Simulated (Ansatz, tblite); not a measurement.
Removing and adding an electron: (HGaPH)3 ring (Ga3P3H6). Total charge 0; singlet. Geometry: PBE0-D4/def2-SVP. Ansatz, gas phase; energy differences of separate SCF runs; the oxidised species was run as a doublet alone; the reduced species was run as a doublet alone.

Cartesian coordinates in Å:
```
Ga -0.823 -1.673 -0.685
H -1.404 -2.773 0.275
P 1.445 -1.789 -1.135
Ga 1.795 -0.227 0.563
H 3.215 0.412 0.753
P 0.094 0.311 2.029
Ga -1.272 1.324 0.467
H -1.602 2.852 0.596
P -2.244 0.068 -1.243
H 1.515 -0.714 -2.084
H 0.662 1.469 2.639
H -1.382 0.740 -2.173
```

The xTB rows come from tblite. HOMO above LUMO, or a gap near zero within one spin, warns that the state may not be the lowest or that an electron is smeared out.

Problem. Estimate orbital energies and vertical ionisation energies and electron affinities at: GFN1-xTB; GFN2-xTB; PBE-D4/def2-SVP; PBE-D4/def2-TZVP; PBE0-D4/def2-SVP; PBE0-D4/def2-TZVP; BHLYP-D4/def2-TZVP.

Solution. 
```tsv
level	−HOMO (eV)	vertical IE (eV)	−LUMO (eV)	vertical EA (eV)	HOMO–LUMO gap (eV)	IE − EA (eV)	remarks
GFN1-xTB	9.94	12.29	5.78	3.77	4.16	8.52	–
GFN2-xTB	10.54	12.60	7.21	5.30	3.33	7.29	–
PBE-D4/def2-SVP	5.81	–	2.89	0.90	2.92	–	HOMO above zero (-1 doublet), gap within one spin near zero (-1 doublet)
PBE-D4/def2-TZVP	5.84	8.12	2.95	–	2.89	–	gap within one spin near zero (+1 doublet)
PBE0-D4/def2-SVP	6.80	–	2.21	0.87	4.59	–	HOMO above zero (-1 doublet)
PBE0-D4/def2-TZVP	6.80	8.35	2.25	–	4.55	–	–
BHLYP-D4/def2-TZVP	7.59	8.38	1.46	–	6.13	–	–
```

   A HOMO above zero means that the electron is unbound at that level or that self-interaction error raises the level; the energy of removing that electron tells which. Raw xTB energy differences between charge states are shifted by several eV; the methods need an empirical correction for them. Sets without diffuse functions give affinities that are too small.
